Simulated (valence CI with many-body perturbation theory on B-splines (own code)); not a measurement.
Yb37+: electric-dipole lines

Computed by valence CI with perturbative core correlation (CI+MBPT): five valence electrons over a frozen Dirac-Fock core [Ar] 3d10, radial functions for each j: 11 s, 11 p, 10 d, 8 f, 5 g, 2 h, with the one-electron correlation potential Σ1, the two-electron term Σ2, the three-electron term Σ3, Breit, model QED; selected CI, second order for the rest, scaled by the run's own slope (own B-spline code, finite nucleus).

The last digits are not significant, and no measured levels were compared; by estimate large intervals hold to a few tenths of a per cent, small ones and those within an open d or f shell to about a per cent. Among the levels kept, up to 2100 cm⁻¹ of a level comes from second order outside the variational space, and about a tenth of that is noise between levels of different J, which matters for small intervals.

Lines 101 to 150 of 555 in falling wavelength, among levels below 33.827 Ry, chosen from the strongest by gf and those to the six lowest levels. Wavelengths and rates use the calculated energies. Electric multipoles are in the length gauge, E1 and E2 with the static RPA response of the core. Weak lines are less certain than strong ones. Lines between different terms over intervals too small for the method are left out, as are lines whose strength nearly cancels. Where a level lies close to another of its J and parity, the split of strength between their lines is uncertain. The highest levels of a list are the least certain.

Levels are named by their leading jj configuration (3d3/2^4 stands for four electrons in 3d with j = 3/2), which in mixed levels can hold well under half, so a name can repeat and another be missing. Letters in brackets count levels of one name in rising energy.

```
λ vac (nm)                               Upper                               Lower   A (s⁻¹)  log gf  Branch %
     7.832  (4s^2 4p1/2 4p3/2 4d3/2) J=3/2 [b]          (4s^2 4p1/2 4p3/2^2) J=3/2  5.67e+08   -2.68       0.0
     7.822  (4s^2 4p1/2 4p3/2 4d3/2) J=1/2 [b]          (4s^2 4p1/2 4p3/2^2) J=3/2  1.94e+09   -2.45       0.2
     7.812  (4s^2 4p1/2 4p3/2 4d5/2) J=1/2 [a]          (4s^2 4p1/2 4p3/2^2) J=1/2  1.37e+10   -1.60       3.3
     7.804          (4s^2 4p3/2^2 4f5/2) J=5/2          (4s^2 4p3/2^2 4d3/2) J=5/2  2.33e+10   -0.89       3.9
     7.784  (4s 4p1/2^2 4d3/2 4d5/2) J=7/2 [a]  (4s 4p1/2^2 4p3/2 4d3/2) J=5/2 [a]  8.55e+10   -0.21      63.4
     7.774      (4s^2 4p1/2 4d3/2 4d5/2) J=9/2      (4s^2 4p1/2 4p3/2 4d3/2) J=7/2  7.25e+10   -0.18      94.0
     7.774          (4s^2 4p3/2^2 4f5/2) J=9/2          (4s^2 4p3/2^2 4d3/2) J=7/2  2.43e+10   -0.66       3.8
     7.768          (4s^2 4p3/2^2 4f5/2) J=5/2      (4s^2 4p3/2^2 4d3/2) J=3/2 [a]  2.00e+10   -0.96       3.3
     7.750  (4s 4p1/2^2 4d3/2 4d5/2) J=5/2 [a]  (4s 4p1/2^2 4p3/2 4d3/2) J=3/2 [a]  7.46e+10   -0.39      62.8
     7.750          (4s^2 4p3/2 4d5/2^2) J=7/2          (4s^2 4p3/2^2 4d3/2) J=5/2  2.17e+10   -0.81       6.0
     7.710  (4s^2 4p1/2 4d3/2 4d5/2) J=7/2 [a]  (4s^2 4p1/2 4p3/2 4d3/2) J=5/2 [a]  8.54e+10   -0.22      68.8
     7.695      (4s 4p1/2^2 4d3/2 4d5/2) J=9/2      (4s 4p1/2^2 4p3/2 4d3/2) J=7/2  6.05e+10   -0.27      60.4
     7.695      (4s 4p1/2^2 4p3/2 4d5/2) J=1/2          (4s 4p1/2^2 4p3/2^2) J=1/2  2.01e+11   -0.45      79.1
     7.690  (4s 4p1/2^2 4d3/2 4d5/2) J=7/2 [b]      (4s 4p1/2^2 4p3/2 4d3/2) J=7/2  4.00e+10   -0.55      40.1
     7.687  (4s 4p1/2 4p3/2^2 4d3/2) J=7/2 [b]      (4s^2 4p1/2 4p3/2 4d3/2) J=7/2  1.36e+11   -0.02      33.2
     7.670  (4s 4p1/2^2 4p3/2 4d3/2) J=3/2 [b]          (4s^2 4p1/2^2 4d3/2) J=3/2  1.22e+11   -0.37      76.1
     7.667  (4s^2 4p3/2 4d3/2 4d5/2) J=5/2 [b]          (4s^2 4p3/2^2 4d5/2) J=7/2  3.84e+10   -0.69       2.8
     7.652  (4s 4p1/2 4p3/2^2 4d3/2) J=7/2 [c]      (4s^2 4p1/2 4p3/2 4d3/2) J=7/2  2.90e+10   -0.69       4.4
     7.648  (4s^2 4p1/2 4p3/2 4d5/2) J=3/2 [a]          (4s^2 4p1/2 4p3/2^2) J=5/2  1.78e+10   -1.20       5.6
     7.647  (4s^2 4p1/2 4d3/2 4d5/2) J=5/2 [a]  (4s^2 4p1/2 4p3/2 4d3/2) J=5/2 [a]  3.78e+10   -0.70      22.2
     7.646  (4s 4p1/2^2 4d3/2 4d5/2) J=3/2 [a]  (4s 4p1/2^2 4p3/2 4d3/2) J=1/2 [a]  8.75e+10   -0.51      59.8
     7.640  (4s^2 4p1/2 4d3/2 4d5/2) J=5/2 [a]  (4s^2 4p1/2 4p3/2 4d3/2) J=3/2 [a]  1.10e+11   -0.24      64.3
     7.639  (4s 4p1/2 4p3/2^2 4d3/2) J=3/2 [e]  (4s^2 4p1/2 4p3/2 4d3/2) J=1/2 [b]  9.02e+10   -0.50       8.1
     7.637  (4s 4p1/2 4p3/2^2 4d3/2) J=3/2 [b]  (4s^2 4p1/2 4p3/2 4d3/2) J=5/2 [a]  8.79e+10   -0.51      27.0
     7.630  (4s 4p1/2 4p3/2^2 4d3/2) J=3/2 [b]  (4s^2 4p1/2 4p3/2 4d3/2) J=3/2 [a]  6.15e+10   -0.67      18.9
     7.628  (4s^2 4p1/2 4d3/2 4d5/2) J=5/2 [b]  (4s^2 4p1/2 4p3/2 4d3/2) J=3/2 [b]  5.42e+10   -0.55       5.2
     7.626          (4s^2 4p3/2^2 4f5/2) J=1/2          (4s^2 4p3/2^2 4d3/2) J=1/2  6.49e+10   -0.95       9.1
     7.619  (4s 4p1/2^2 4p3/2 4d5/2) J=5/2 [a]          (4s 4p1/2^2 4p3/2^2) J=5/2  1.57e+11   -0.09      87.6
     7.613      (4s^2 4p1/2 4p3/2 4f7/2) J=5/2  (4s^2 4p1/2 4p3/2 4d5/2) J=5/2 [a]  5.26e+10   -0.56      30.6
     7.603  (4s^2 4p1/2 4p3/2 4d5/2) J=3/2 [b]          (4s^2 4p1/2 4p3/2^2) J=1/2  7.86e+10   -0.56      18.0
     7.597  (4s^2 4p3/2 4d3/2 4d5/2) J=7/2 [c]          (4s^2 4p3/2^2 4d5/2) J=7/2  4.49e+10   -0.51       3.2
     7.590  (4s 4p1/2 4p3/2^2 4d3/2) J=3/2 [e]  (4s^2 4p1/2 4p3/2 4d3/2) J=5/2 [b]  6.88e+10   -0.62       6.2
     7.590  (4s 4p1/2^2 4p3/2 4d5/2) J=3/2 [a]          (4s 4p1/2^2 4p3/2^2) J=5/2  8.19e+10   -0.55      64.1
     7.589  (4s^2 4p1/2 4d3/2 4d5/2) J=5/2 [b]  (4s^2 4p1/2 4p3/2 4d3/2) J=5/2 [b]  6.98e+10   -0.44       6.7
     7.580  (4s 4p1/2 4p3/2^2 4d3/2) J=5/2 [f]  (4s^2 4p1/2 4p3/2 4d5/2) J=3/2 [b]  2.81e+10   -0.84       2.6
     7.579  (4s 4p1/2^2 4p3/2 4d5/2) J=3/2 [b]          (4s 4p1/2^2 4p3/2^2) J=1/2  1.53e+11   -0.28      37.3
     7.563  (4s 4p1/2 4p3/2^2 4d5/2) J=5/2 [a]  (4s^2 4p1/2 4p3/2 4d5/2) J=5/2 [a]  3.22e+10   -0.78      12.8
     7.560  (4s 4p1/2 4p3/2^2 4d5/2) J=5/2 [f]  (4s^2 4p1/2 4p3/2 4d5/2) J=5/2 [c]  1.02e+11   -0.28      14.0
     7.556  (4s 4p1/2^2 4p3/2 4d3/2) J=5/2 [b]          (4s^2 4p1/2^2 4d3/2) J=3/2  4.09e+10   -0.68      52.5
     7.556          (4s^2 4p1/2^2 4d5/2) J=5/2          (4s^2 4p1/2^2 4p3/2) J=3/2  2.40e+11    0.09      97.5
     7.555  (4s^2 4p1/2 4p3/2 4f5/2) J=7/2 [b]  (4s^2 4p1/2 4p3/2 4d5/2) J=5/2 [b]  4.85e+10   -0.48       4.7
     7.553  (4s 4p1/2 4p3/2^2 4d5/2) J=3/2 [g]        (4s 4p1/2 4p3/2^3) J=3/2 [b]  1.16e+11   -0.40      11.3
     7.552  (4s 4p1/2 4p3/2^2 4d5/2) J=5/2 [e]  (4s^2 4p1/2 4p3/2 4d5/2) J=7/2 [b]  2.04e+10   -0.98       2.2
     7.548  (4s^2 4p1/2 4p3/2 4f7/2) J=9/2 [a]      (4s^2 4p1/2 4p3/2 4d5/2) J=9/2  7.46e+10   -0.20      40.2
     7.548  (4s 4p1/2 4p3/2^2 4d5/2) J=5/2 [a]  (4s^2 4p1/2 4p3/2 4d5/2) J=7/2 [a]  2.20e+10   -0.95       8.7
     7.547  (4s^2 4p3/2 4d3/2 4d5/2) J=5/2 [b]          (4s^2 4p3/2^2 4d3/2) J=7/2  6.43e+10   -0.48       4.7
     7.536      (4s^2 4p1/2 4d3/2 4d5/2) J=3/2  (4s^2 4p1/2 4p3/2 4d3/2) J=1/2 [a]  1.18e+11   -0.40      46.6
     7.535  (4s 4p1/2^2 4d3/2 4d5/2) J=3/2 [b]  (4s 4p1/2^2 4p3/2 4d3/2) J=1/2 [a]  3.47e+10   -0.93      17.1
     7.534  (4s 4p1/2^2 4p3/2 4d5/2) J=5/2 [b]          (4s 4p1/2^2 4p3/2^2) J=3/2  3.00e+11    0.19      59.6
     7.534  (4s 4p1/2^2 4d3/2 4d5/2) J=3/2 [b]  (4s 4p1/2^2 4p3/2 4d3/2) J=3/2 [a]  8.29e+10   -0.55      40.9
```

Problem. How does gf follow from A for the line at 7.670 nm?

Solution. gf = 1.4992 × (2J+1)_upper × A / σ², with σ = 1303845 cm⁻¹ and 2J+1 = 4: gf = 0.430.
